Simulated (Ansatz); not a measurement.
`C[S][Sn][Br]` + CH₃OH → `C[O][Sn][Br]` + CH₃SH at 500 K and 1 bar (ligand exchange at the Sn–S bond).

Gas-phase electronic energies from Ansatz, PBE0-D4/def2-TZVP geometries. CCSD(T)/CBS adds triple-zeta CCSD(T) − MP2 to the extrapolated MP2 energy (def2 sets, frozen cores). This one scheme is used for every species. def2 core potentials past Kr. For Br, Sn outer-core shells are correlated without core-valence functions, which leaves a few kJ/mol of doubt a bond. Scalar relativity is left out up to krypton. One conformer a species, not always the lowest.

```tsv
species	CCSD(T)/CBS energy (Eh)	H − E (kJ/mol)	S (J/(mol·K))
`C[S][Sn][Br]`	-3225.07327	143.5	422.6
CH₃OH	-115.61712	157.0	265.4
`C[O][Sn][Br]`	-2902.45238	147.4	402.5
CH₃SH	-438.22835	145.1	283.7
```

H − E and S are ideal-gas, rigid-rotor, harmonic terms from PBE0-D4/def2-TZVP, for one conformer and one mirror image of each species. 1 Eh = 2625.50 kJ/mol, R = 8.31446 J/(mol·K).

Task: By hand: ΔE, ΔH, ΔS and ΔG.

Result: ΔE = (-2902.45238) + (-438.22835) − (-3225.07327) − (-115.61712) = 0.00966 Eh = 25.4 kJ/mol. Δ(H − E) = 147.4 + 145.1 − 143.5 − 157.0 = -8.0, so ΔH = 17.4 kJ/mol. ΔS = 402.5 + 283.7 − 422.6 − 265.4 = -1.8 J/(mol·K). ΔG = 17.4 − 500 × (-1.8)/1000 = 18.3 kJ/mol.

Task: By hand: the equilibrium constant, and the temperature at which ΔG would vanish if ΔH and ΔS stayed fixed.

Result: log₁₀ K = −ΔG/(RT ln 10) = -1.9. ΔH and −TΔS have one sign here, so there is no such temperature. One of them is within its doubt of zero, so this could turn.

The number of gas molecules stays the same, so ΔS is small and ΔH decides. A doubt of 5 kJ/mol in ΔE shifts log₁₀ K by 0.5 here. Other conformers and mirror images would add mixing entropy, several J/(mol·K) or more a flexible species. Modes under 60 cm⁻¹, often nearly free rotors, make the harmonic entropy too high. These are equilibria of isolated gas molecules and say nothing of rates. Largest T1 diagnostic: 0.015 (customary marks: 0.02 for closed shells, 0.045 for open ones).
